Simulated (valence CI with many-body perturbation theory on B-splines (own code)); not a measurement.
# Questions on Ba²⁴⁺

Method: valence CI with perturbative core correlation (CI+MBPT): four valence electrons over a frozen Dirac-Fock core [Ar] 3d10, a basis of 9 s, 9 p, 8 d, 6 f, 3 g, 1 h functions for each j, with the one-electron correlation potential Σ1 (screened to all orders), the two-electron term Σ2, the three-electron term Σ3, Breit, model QED; selected single and double excitations, second order for the rest, scaled by the run's own slope (own B-spline code, finite nucleus).

No measured levels were compared; by estimate levels hold to about 250 cm⁻¹ or 0.2 % of their energy and the worst to 1 %, as in measured heavy ions of charge 2 to 7; those with d or f electrons hold less well.

Levels are named by their leading jj configuration (3d3/2^4 stands for four electrons in 3d with j = 3/2), which in mixed levels can hold well under half, so a name can repeat and another be missing.

Rates and lifetimes use the calculated energies. Strong lines usually hold to 10 to 20 %, long lifetimes can be off by a factor of two.

Problem. What is the ground level?

Solution. (4s^2 4p1/2^2) J=0, composition 76 % 4s²4p² ³P + 23 % 4s²4p² ¹S.

Problem. How well does LS coupling describe the low levels?

Solution. Among the lowest 20 levels the leading LS term, summed over configurations, holds 67 % on average. For single configurations the figures are 64 % in LS and 87 % in jj coupling. Terms mix most in the J = 2 level at 945930 cm⁻¹, where the leading one holds 40 %.

Problem. Among levels below 1384200 cm⁻¹, which E1 lines absorb most strongly from the ground level?

Solution. to (4s^2 4p1/2 4d3/2) J=1 at 10.17 nm, f = 1.57; to (4s 4p1/2^2 4p3/2) J=1 at 15.42 nm, f = 0.403; to (4s 4p1/2 4p3/2^2) J=1 at 11.66 nm, f = 0.169.

Problem. Name the longest-lived excited levels whose lifetime is computed, and their main decay.

Solution. (4s^2 4p1/2 4p3/2) J=2 at 164830 cm⁻¹ lives 2.61 ms, mostly by E2 to (4s^2 4p1/2^2) J=0; (4s^2 4p3/2 4d5/2) J=4 at 1089600 cm⁻¹ lives 26.0 μs, mostly by M1 to (4s^2 4p1/2 4d5/2) J=3; (4s^2 4p1/2 4p3/2) J=1 at 143430 cm⁻¹ lives 24.6 μs, mostly by M1 to (4s^2 4p1/2^2) J=0.

Problem. What are the static dipole polarisabilities of the lowest levels?

Solution. (4s^2 4p1/2^2) J=0 0.155; (4s^2 4p1/2 4p3/2) J=1 0.167 (tensor 0.0065); (4s^2 4p1/2 4p3/2) J=2 0.166 (tensor 0.0093) bohr³, of which the core gives 0.00944.
